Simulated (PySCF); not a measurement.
# Excitation energy of Ba by level of theory

Ba [Xe] 6s2 (1S) → Ba [Xe] 5d2 (3F), as a difference of total energies. Computed with PySCF 2.14 in ANO-RCC-VTZP (8s7p4d2f1g, 72 functions), with scalar relativity by spin-free X2C-1e. Correlated levels: valence: [Xe] frozen; valence and next inner shell: [Kr] 4d10 frozen. The calculations carry no spin-orbit coupling.

```csv
method,excitation energy (cm⁻¹)
UHF,19216
LDA,19134
PBE,16788
PBE0,17082
r2SCAN,14218
BLYP,18559
B2PLYP,20483
revPBE,15892
MP2 (valence),22068
SCS-MP2 (valence),23261
MP2 (valence and next inner shell),21968
SCS-MP2 (valence and next inner shell),22862
```

A first-order spin-orbit estimate (lowest level to lowest level, LS coupling) adds -0.060 eV.
